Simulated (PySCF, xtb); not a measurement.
TiCl3I, SMILES [Cl][Ti]([Cl])([Cl])[I], multiplicity 1.

Harmonic wavenumbers (cm⁻¹) from GFN2-xTB (xtb) at its own minimum, in rising order: 77, 77, 103, 117, 117, 265, 407, 443, 444.

Q: What does PySCF 2.14.0 with B3LYP-D3(BJ)/def2-SVP give at its own minimum? (Estimate from the structure and the level; the computed values follow.)

A: 93, 93, 111, 128, 128, 278, 434, 501, 501. Paired by order, the mean absolute difference is 24 cm⁻¹ and the zero-point energies are 2.9 and 3.2 kcal/mol.
